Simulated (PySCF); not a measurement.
Si(CF3)(Cl)(H)2 (CH2ClF3Si), SMILES FC(F)(F)[SiH2]Cl. Atoms are numbered in the order given.

```xyz
8

Si     0.9192     0.5878     0.0000
Cl    -0.3966     2.1655     0.0000
C     -0.0969    -1.0534     0.0000
F     -0.8771    -1.1705    -1.0791
F     -0.8771    -1.1705     1.0791
F      0.7509    -2.0961     0.0000
H      1.7423     0.6058    -1.2348
H      1.7423     0.6058     1.2348
```
Charge 0, spin multiplicity 1.

Geometry optimised at PBE0-D3(BJ)/def2-SVP.

Computed with PBE0/pcSseg-1 run with PySCF.

GIAO shieldings, no solvent; atoms alike by connectivity are averaged. δ = σ(ref) − σ: ²⁹Si against TMS (σ = 352.7 ppm); ³⁵Cl against HCl (σ = 945.9 ppm); ¹³C against TMS (σ = 186.3 ppm); ¹⁹F against CFCl3 (σ = 167.2 ppm); ¹H against TMS (σ = 31.56 ppm), references at their B3LYP-D3(BJ)/def2-TZVP geometries, non-relativistic (without spin–orbit terms, shifts of atoms bonded to Cl or Br come out too high).

```tsv
nucleus	atoms	count	δ (ppm)
²⁹Si	Si1	1	-19.8
³⁵Cl	Cl2	1	-61.6
¹³C	C3	1	133.9
¹⁹F	F4, F5, F6	3	-84.2
¹H	H7, H8	2	5.28
```
